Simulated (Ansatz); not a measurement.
Consider the atomization: `O=C=N[SiH3]` → C• + 3 H• + N• + O• + Si•.

Isolated molecules relaxed with PBE0-D4/def2-TZVP in Ansatz; ΔE leaves out vibrations. CCSD(T)/CBS is the MP2 limit (def2-TZVPP, def2-QZVPP) plus CCSD(T) − MP2 in def2-TZVPP, frozen cores. This one scheme is used for every species, atoms too. Functionals use def2-TZVPP. B3LYP here is the variant with VWN-RPA as its local correlation; programs differ in this. No spin–orbit coupling; open shells (•) take unrestricted orbitals. Spin–orbit coupling would lower the free atoms: a little for C, O, Si.

`O=C=N[SiH3]`:

Cartesian coordinates in Å:
```
O -1.702 -2.475 0.393
C -1.047 -1.523 0.242
N -0.377 -0.551 0.087
Si 0.579 0.843 -0.134
H 1.710 0.806 0.823
H -0.255 2.042 0.113
H 1.092 0.859 -1.524
```

| level | ΔE (kJ/mol) | difference from CCSD(T)/CBS |
| --- | --- | --- |
| LDA (SPW92) | 3239.7 | 462.3 |
| r2SCAN-D4 | 2800.3 | 22.9 |
| B2PLYP | 2776.1 | -1.3 |
| revPBE | 2764.3 | -13.1 |
| B3LYP | 2785.3 | 7.9 |
| r2SCAN0 | 2717.1 | -60.3 |
| MP2/def2-SVP | 2676.0 | -101.4 |
| SCS-MP2/def2-TZVPP | 2764.7 | -12.7 |
| HF/def2-QZVPP | 1913.9 | -863.5 |
| MP2/def2-QZVPP | 2828.6 | 51.2 |
| CCSD(T)/CBS | 2777.4 | 0 |

Largest T1 diagnostic among the species: 0.016.

Leaving LDA and LC-ωPBE aside and taking each functional with its dispersion term where it has one, the values, not all of them listed here, spread over 205.7 kJ/mol, from BHLYP-D4 to PBE-D4. LDA lies +369.3 kJ/mol from PBE without D4, its usual overbinding. In def2-TZVPP, CCSD(T) changes the Hartree–Fock value by +782.0 kJ/mol (the triples alone add +59.5 kJ/mol) and MP2 by +868.4 kJ/mol; breaking electron pairs costs correlation energy, which Hartree–Fock lacks.

For atomizations the MP2-based limit and the directly extrapolated one differ by several kJ/mol either way, and by 10 to 25 for some Ge, Se and Sn compounds, so smaller differences from it don't rank the levels.
